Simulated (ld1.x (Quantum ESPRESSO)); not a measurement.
## Which change was made? (Mn, TM)

ld1.x (Quantum ESPRESSO) 7.5 input, shortened:

```
&input
   title='Mn', zed=25., rel=2, dft='PBE', iswitch=3,
   config='[Ar] 3d5 4s1 4p0', rel_dist='average'
 /
 &inputp
   pseudotype=2, tm=.true., lloc=0,
   nlcc=.true., new_core_ps=.true., rcore=1.30
 /
3
4P  2  1   0.00   0.00  2.20  2.20  0.0
3D  3  2   5.00   0.00  1.70  1.70  0.0
4S  1  0   1.00   0.00  1.80  1.80  0.0
 &test
   configts(1)='3d5 4s1 4p0'
 /
```

Open shells are filled in proportion to 2j + 1 (rel_dist='average').

Cutoffs, loose and tight: the cutoffs (Ry, on a coarse ladder) from which the occupation-weighted sum of valence levels, in a spherical-Bessel basis at the reference potential, stays within 10 and 1 mRy of its value at 400 Ry. They do not see the model core or the augmentation charge, which bear on the density cutoff. Test errors are all-electron minus pseudo excitation energies from the reference, over the configurations 3d5 4s2 4p0; 3d5 4s0 4p0; 3d4 4s0 4p0; 3d5 4s0 4p1; 3d4 4s2 4p0; 3d6 4s0 4p0; 3d5 4s1 4p1; variants that change the core or the reference have their own tests. The largest error is taken over the tests solved by every variant that gives reliable tests at all, those not shown here included: 3d5 4s0 4p0; 3d5 4s0 4p1; 3d5 4s1 4p1; 3d6 4s0 4p0.

The base gives: outcome: generated; cutoff, loose: 90 Ry; cutoff, tight: 140 Ry; bound ghosts: p1/2; largest test error (meV): -253.

Task: After one change the result is: outcome: generated; cutoff, loose: 110 Ry; cutoff, tight: 160 Ry; bound ghosts: p1/2; largest test error (meV): -288. Which change was it?
A. wave 3d (bound): rc 1.70 bohr becomes 3d (bound): rc 2.44 bohr
B. wave 3d (bound): rc 1.70 bohr becomes 3d (bound): rc 1.22 bohr
C. wave 3d (bound): rc 1.70 bohr becomes 3d (bound): rc 1.88 bohr
D. wave 3d (bound): rc 1.70 bohr becomes 3d (bound): rc 1.42 bohr

Result: D. The others give: wave 3d (bound): rc 1.70 bohr becomes 3d (bound): rc 1.88 bohr → outcome: generated; cutoff, loose: 70 Ry; cutoff, tight: 120 Ry; bound ghosts: p1/2; largest test error (meV): -220 | wave 3d (bound): rc 1.70 bohr becomes 3d (bound): rc 1.22 bohr → outcome: generated; cutoff, loose: 140 Ry; cutoff, tight: 160 Ry; bound ghosts: p1/2; largest test error (meV): -304 | wave 3d (bound): rc 1.70 bohr becomes 3d (bound): rc 2.44 bohr → outcome: generated; cutoff, loose: 50 Ry; cutoff, tight: 80 Ry; bound ghosts: p1/2; largest test error (meV): -71.
